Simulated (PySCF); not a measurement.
**Sulfur: highly charged ions in a basis for the neutral atom**

S⁹⁺ [He] 2s2 2p3, S¹⁰⁺ [He] 2s2 2p2. Calculation: PySCF 2.14, in cc-pV(D+d)Z; no relativity, point nucleus. No spin-orbit coupling, so a gap to NIST mixes the basis error with missing relativistic terms.

Changed run: basis of the neutral atom used for a highly charged ion. This setting is unsound on purpose.

```json
{"species": "S⁹⁺", "method": "UHF", "sound run (hartree)": "not run", "changed run (hartree)": "-350.87283", "converged": "yes"}
{"species": "S⁹⁺", "method": "B3LYP", "sound run (hartree)": "not run", "changed run (hartree)": "-351.03750", "converged": "yes"}
{"species": "S⁹⁺", "method": "r2SCAN", "sound run (hartree)": "not run", "changed run (hartree)": "-351.05737", "converged": "yes"}
{"species": "S¹⁰⁺", "method": "UHF", "sound run (hartree)": "not run", "changed run (hartree)": "-334.23365", "converged": "yes"}
{"species": "S¹⁰⁺", "method": "B3LYP", "sound run (hartree)": "not run", "changed run (hartree)": "-334.38184", "converged": "yes"}
{"species": "S¹⁰⁺", "method": "r2SCAN", "sound run (hartree)": "not run", "changed run (hartree)": "-334.38415", "converged": "yes"}
```

Ionisation energy of S⁹⁺:

```tsv
method	changed run (eV)	NIST (eV)
UHF	452.78	447.7 ± 0.3
B3LYP	453.22	447.7 ± 0.3
r2SCAN	453.70	447.7 ± 0.3
```

The contracted functions were made for the neutral atom and can be too rigid for a highly charged ion.
